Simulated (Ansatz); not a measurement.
Consider the isomerisation: `C#CC[SiH2]C` → `CC#C[SiH2]C`.

Calculated with Ansatz (gas phase, PBE0-D4/def2-TZVP geometries, no zero-point term in ΔE). CBS: MP2 limit from def2 TZ/QZ plus the TZ coupled-cluster correction, frozen cores. Functionals use def2-TZVPP. B3LYP here is the variant with VWN-RPA as its local correlation; programs differ in this. Each species was taken in one conformer, which may not be the lowest.

`C#CC[SiH2]C`:

```xyz
13

C    -2.028    0.883   -1.458
C    -1.626    0.121   -0.619
C    -1.082   -0.753    0.394
Si    0.562   -0.078    1.056
C     1.787    0.147   -0.332
H    -2.402    1.546   -2.200
H    -0.914   -1.756   -0.013
H    -1.783   -0.860    1.229
H     0.294    1.214    1.740
H     1.075   -1.048    2.064
H     2.015   -0.808   -0.811
H     1.379    0.820   -1.089
H     2.723    0.572    0.039
```

`CC#C[SiH2]C`:

Cartesian coordinates in Å:
```
C 0.937 2.750 0.686
C 0.704 1.394 0.237
C 0.513 0.260 -0.140
Si 0.207 -1.445 -0.696
C -1.473 -2.033 -0.132
H 1.938 2.852 1.113
H 0.212 3.037 1.451
H 0.850 3.455 -0.145
H 0.297 -1.485 -2.181
H 1.274 -2.323 -0.146
H -1.543 -2.009 0.957
H -1.654 -3.058 -0.466
H -2.260 -1.395 -0.539
```

| level | ΔE (kcal/mol) | difference from CCSD(T)/CBS |
| --- | --- | --- |
| PBE-D4 | -10.4 | 0.0 |
| r2SCAN-D4 | -11.2 | -0.8 |
| PBE0-D4 | -10.4 | 0.0 |
| B3LYP-D4 | -10.9 | -0.5 |
| ωB97X-V | -10.3 | 0.1 |
| ωB97M-V | -10.0 | 0.4 |
| B2PLYP | -11.6 | -1.2 |
| PBE | -11.1 | -0.7 |
| r2SCAN | -11.4 | -1.0 |
| PBE0 | -11.0 | -0.6 |
| B3LYP | -12.0 | -1.6 |
| HF/def2-TZVPP | -12.7 | -2.3 |
| MP2/def2-TZVPP | -10.8 | -0.4 |
| SCS-MP2/def2-TZVPP | -11.3 | -0.9 |
| CCSD/def2-TZVPP | -10.7 | -0.3 |
| CCSD(T)/def2-TZVPP | -10.6 | -0.2 |
| HF/def2-QZVPP | -12.7 | -2.3 |
| MP2/def2-QZVPP | -10.6 | -0.2 |
| SCS-MP2/def2-QZVPP | -11.2 | -0.8 |
| HF/CBS(def2) | -12.7 | -2.3 |
| MP2/CBS(def2) | -10.6 | -0.2 |
| CCSD/CBS(def2) | -10.5 | -0.1 |
| CCSD(T)/CBS | -10.4 | 0 |

Largest T1 diagnostic among the species: 0.011.

In def2-TZVPP, CCSD(T) changes the Hartree–Fock value by +2.1 kcal/mol (the triples alone add +0.1 kcal/mol) and MP2 by +2.0 kcal/mol. The D4 term adds +1.2 kcal/mol with B3LYP and +0.6 kcal/mol with PBE0; it sums over pairs of atoms, weighted by their polarisabilities, and B3LYP, whose exchange is more repulsive, gets the larger term.
